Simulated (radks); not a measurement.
Charge is removed step by step from the 3d5/2 level of La+, starting from [Ar] 3d(3/2: 4, 5/2: 6) 4s2 4p6 4d10 5s2 5p6 5d2. Calculated with a radial shooting solver on a logarithmic mesh with Libxc functionals: Dirac Kohn-Sham, PBEsol, spin-unpolarised, spherical densities, finite nucleus; open shells fill j = l - 1/2 first; Fermi nuclear charge, rms radius 4.855 fm.

removed (e) = 0: E - E(0) (eV) 0.000; eigenvalue (eV) -816.92; E minus straight line (eV) 0.000
removed (e) = 0.125: E - E(0) (eV) 102.53; eigenvalue (eV) -823.59; E minus straight line (eV) -2.976
removed (e) = 0.25: E - E(0) (eV) 205.90; eigenvalue (eV) -830.32; E minus straight line (eV) -5.115
removed (e) = 0.375: E - E(0) (eV) 310.11; eigenvalue (eV) -837.10; E minus straight line (eV) -6.409
removed (e) = 0.5: E - E(0) (eV) 415.18; eigenvalue (eV) -843.93; E minus straight line (eV) -6.853
removed (e) = 0.625: E - E(0) (eV) 521.10; eigenvalue (eV) -850.81; E minus straight line (eV) -6.440
removed (e) = 0.75: E - E(0) (eV) 627.88; eigenvalue (eV) -857.74; E minus straight line (eV) -5.163
removed (e) = 0.875: E - E(0) (eV) 735.54; eigenvalue (eV) -864.71; E minus straight line (eV) -3.019
removed (e) = 1: E - E(0) (eV) 844.06; eigenvalue (eV) -871.72; E minus straight line (eV) 0.000

Removing the whole electron costs 844.06 eV by Delta-SCF, against 816.92 eV from minus the eigenvalue at the starting occupation. Slater's transition state (half an electron removed) gives 843.93 eV. Integrating minus the eigenvalue over the occupation (Janak's theorem) gives 844.06 eV. The mean slope of the eigenvalue, de/dn, is 54.8 eV per electron.
